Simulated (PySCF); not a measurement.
# Working out the ionisation energy of Fe

Fe [Ar] 3d6 4s2 (5D) → Fe⁺ [Ar] 3d6 4s1 (6D). Calculation: PySCF 2.14, in aug-cc-pVTZ (8s7p5d3f2g, 93 functions); no relativity, point nucleus. Frozen: [Ar]. Energies in hartree (1 hartree = 27.21139 eV):

```
            part    Fe (lower)   Fe⁺ (upper)
             UHF  -1262.453794  -1262.219944
CCSD correlation     -0.196692     -0.150478
             (T)     -0.007312     -0.003583
```

What does Hartree-Fock give?

(-1262.219944) − (-1262.453794) = 0.233850 hartree = 6.363 eV.

What do CCSD and CCSD(T) give?

The CCSD correlation energies differ by 0.046214 hartree = 1.258 eV and the triples by 0.003729 hartree = 0.101 eV, so CCSD gives 7.621 eV and CCSD(T) 7.722 eV.

Measured between the centres of the two terms (NIST): 7.904 eV, so CCSD(T) (valence) is off by -0.182 eV.

The calculation is non-relativistic.

What remains against the reference includes basis incompleteness, the frozen core and higher excitations.
